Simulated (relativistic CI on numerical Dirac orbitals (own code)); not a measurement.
Radial parameters of Cl¹²⁺

Method of calculation: Dirac-Coulomb-Breit CI, orbitals from a KLI potential per configuration, QED by a radiative potential, unscaled Slater integrals (own radial code, finite nucleus).

Slater integrals F^k, G^k are unscaled and averaged over j, outside the closed core 1s2; ζ comes from projecting the Hamiltonian with its Breit term on Σ l·s of the shell.

- 2s2 2p: ζ(2p) = 11874 cm⁻¹; <r>(2p) = 0.3423, <r^2>(2p) = 0.1419 (bohr units).
- 2s 2p2: F^2(2p,2p) = 277690, G^1(2s,2p) = 305600, ζ(2p) = 11686 cm⁻¹; <r>(2s) = 0.3937, <r^2>(2s) = 0.1815, <r>(2p) = 0.3433, <r^2>(2p) = 0.1427 (bohr units).
- 2p3: F^2(2p,2p) = 276100, ζ(2p) = 11511 cm⁻¹; <r>(2p) = 0.3451, <r^2>(2p) = 0.1443 (bohr units).

Averages of the first 10 configurations, taken without configuration mixing, which lowers the lowest level and can move excited configurations by several eV; other configurations of the list can lie among them:

| Configuration | Parity | States | Average energy above the lowest level (eV) |
| --- | --- | --- | --- |
| 2s2 2p | odd | 6 | 5.0 |
| 2s 2p2 | even | 30 | 43.8 |
| 2p3 | odd | 20 | 94.7 |
| 2p2 3s | even | 30 | 447.9 |
| 2p2 3p | odd | 90 | 460.0 |
| 2p2 3d | even | 150 | 471.2 |
| 2s2 3s | even | 2 | 374.0 |
| 2s2 3p | odd | 6 | 387.8 |
| 2s2 3d | even | 10 | 399.2 |
| 2s 2p 3s | odd | 24 | 404.8 |
